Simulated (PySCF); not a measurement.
Electronic structure of Sb (antimony, neutral) at the UHF level

Configuration: [Kr] 4d10 5s2 5p2 6s1, 6s spin antiparallel (an excited configuration). Calculation: PySCF 2.14, in aug-cc-pVQZ-PP with ECP28MDF; a scalar-relativistic core potential.

| Quantity | Value |
| --- | --- |
| Total energy | -239.063675 hartree |
| One-electron energy | -416.2134 hartree |
| Hartree (Coulomb) energy | 195.4401 hartree |
| Exchange energy | -18.2905 hartree |
| ⟨S²⟩ | 1.7600 |
| ⟨L²⟩ | 2.107 |
| Sum of ⟨r⟩ | 33.58 bohr |
| Sum of ⟨r²⟩ | 94.04 bohr² |
| Traceless quadrupole moment −½Σ⟨3z² − r²⟩ along its main axis | -1.01 e·bohr² |

```
shell  electrons  mean orbital energy (eV)  spread (eV)  rms radius, mean of both spins (bohr)
 4s α          1                   -181.71            0                                  0.849
 4s β          1                   -181.47            0                                  0.849
 4p α          3                   -129.10        0.129                                  0.917
 4p β          3                   -128.84        0.580                                  0.917
 4d α          5                   -48.207        0.390                                   1.10
 4d β          5                   -47.971        0.651                                   1.10
 5s α          1                   -22.205            0                                   2.36
 5s β          1                   -17.996            0                                   2.36
 5p α          2                   -11.967            0                                   2.88
 6s β          1                    -2.749            0                                   6.91
```

Energies and moments cover only the electrons outside the core potential. The outer electron is Rydberg-like, and this basis confines it to a smaller radius and binds it less than a complete one would. With the s spin flipped the determinant is a mixture of two multiplicities, not a spectroscopic state.
